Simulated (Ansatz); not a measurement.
The same atomization along the group B, Al, In.

Gas-phase electronic energies from Ansatz, PBE0-D4/def2-TZVP geometries. CBS: MP2 limit from def2 TZ/QZ plus the TZ coupled-cluster correction, frozen cores. Small cases extrapolate CCSD(T) itself. Functionals use def2-TZVPP. Open shells (•) are unrestricted, without spin–orbit coupling. Spin–orbit coupling would lower the free atoms: a little for Al, B, C, F; strongly for In. Elements past krypton have def2 core potentials. Bonds to In are less sure, by a few kJ/mol each and by 10 to 20 or more in all where they break to atoms, as the def2 sets lack core-valence functions. Each species was taken in one conformer, which may not be the lowest.

```json
{"reaction": "`CNBF` → B• + C• + F• + 5 H• + N•", "revPBE-D4 (eV)": "36.60", "B97M-V (eV)": "36.81"}
{"reaction": "`C[NH][AlH][F]` → Al• + C• + F• + 5 H• + N•", "revPBE-D4 (eV)": "33.28", "B97M-V (eV)": "33.82"}
{"reaction": "`C[NH][InH][F]` → In• + C• + F• + 5 H• + N•", "revPBE-D4 (eV)": "29.68", "B97M-V (eV)": "30.01"}
```

(1) Give the CCSD(T)/CBS values in the same order. (Best estimate.)

Largest T1 diagnostic: 0.018, for Al•.

Extrapolated directly: `CNBF` → B• + C• + F• + 5 H• + N•.

Results:

(1) Ansatz gave: 36.65, 33.82, 30.18 eV.

For atomizations the MP2-based limit and the directly extrapolated one differ by several kJ/mol either way, and by 10 to 25 for some Ge, Se and Sn compounds, so smaller differences from it don't rank the levels.
